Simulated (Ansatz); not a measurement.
Coupled-cluster diagnostics for cis-Sn(H2O)2Cl4 (SnCl₄O₂H₄), Ansatz.

Geometry of the singlet (PBE0-D4/def2-SVP):

Cartesian coordinates in Å:
```
Sn -0.288 0.367 -0.603
O 1.683 0.299 0.647
H 1.489 0.983 1.313
H 2.367 0.673 0.071
Cl -2.482 0.162 -1.446
O -0.924 -1.266 0.940
H -0.637 -2.070 0.471
H -1.893 -1.276 0.922
Cl 0.852 1.918 -1.969
Cl 0.628 -1.621 -1.564
Cl -0.793 1.831 1.218
```

In the def2 sets Sn takes a core potential; there is no spin–orbit coupling. Correlated methods freeze 26 core orbitals; core or outer-core shells of Sn are correlated, in sets that lack core-valence functions.

**Question.** Estimate the CCSD(T) correlation energy, the shares of MP2 and (T), T1 and the reference's ⟨S²⟩ for: charge 0, singlet, own geometry in def2-SVP; and the rough time on 4 threads of AMD EPYC 7B13 on a shared host.

**Answer.** 
```tsv
state	basis	correlation (eV)	MP2 share (%)	(T) share (%)	T1	⟨S²⟩ (pure)	wall time
charge 0, singlet, own geometry	def2-SVP	-30.799	92.5	2.1	0.009	0.00 (0.00)	28 s
```
Customary marks for T1 are 0.02 (closed shells), 0.045 (open shells) and about 0.05 (3d metals). T1 stays under 0.02 throughout.
